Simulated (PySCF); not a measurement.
**Spin–spin coupling constants**

Geometry:
```csv
atom,x (Å),y (Å),z (Å)
C1,2.707,-0.021,0.061
C2,1.515,-0.633,0.110
B3,0.188,0.170,0.061
O4,-0.985,-0.492,0.112
C5,-2.230,0.151,0.063
H6,2.778,1.071,-0.013
H7,3.657,-0.566,0.092
H8,1.489,-1.728,0.183
H9,0.191,1.386,-0.024
H10,-2.796,-0.212,-0.809
H11,-2.805,-0.093,0.970
H12,-2.122,1.246,-0.009
```

Couplings: B3LYP/pcJ-1 (spin–dipole term only in couplings to heteroatoms) in PySCF, geometry PBE0-D3(BJ)/def2-SVP; gas phase, one conformer, non-relativistic. Couplings are averaged over pairs made equivalent by symmetry, fast rotation or ring inversion, so a value needn't be that of the named pair in this geometry, while other rotamers aren't included; one pair stands for each set, and the list holds a selection of those of at least 1.5 Hz over up to four bonds, among pairs with at least one C or B or H atom (others weren't computed).

Isotopes: ¹³C, ¹H, ¹¹B, ¹⁷O. Couplings to quadrupolar nuclei such as 17O and 33S are rarely resolved in practice.

```tsv
pair	bonds	J (Hz)
C1, C2	1	65.1
C1, H6	1	166.1
C1, H7	1	164.5
C2, B3	1	78.9
C2, H8	1	149.6
B3, O4	1	?
B3, H9	1	142.1
O4, C5	1	?
C5, H10	1	148.0
C1, B3	2	5.3
C1, H8	2	?
C2, O4	2	?
C2, H7	2	-2.5
C2, H9	2	16.6
H6, H7	2	4.5
H10, H11	2	?
C1, O4	3	-5.1
C1, H9	3	2.8
C2, C5	3	6.2
B3, H6	3	8.7
B3, H7	3	?
B3, H10	3	?
C5, H9	3	10.0
H6, H8	3	20.9
H8, H9	3	6.1
O4, H7	4	?
```

Estimate the withheld couplings, with signs.

Results:


- ¹J(B3,O4) = -6.9 Hz (bond length 1.348 Å)
- ¹J(O4,C5) = 18.2 Hz (bond length 1.402 Å)
- ²J(C1,H8) = -3.5 Hz (angle at C2 119°)
- ²J(C2,O4) = -12.9 Hz (angle at B3 119°)
- ²J(H10,H11) = -11.9 Hz (mean over equivalent pairs that range from -13.2 to -11.2 Hz in this conformer)
- ³J(B3,H7) = 14.0 Hz (dihedral angle 180°)
- ³J(B3,H10) = 4.1 Hz (mean over equivalent pairs that range from 3.2 to 5.8 Hz in this conformer)
- ⁴J(O4,H7) = -1.6 Hz
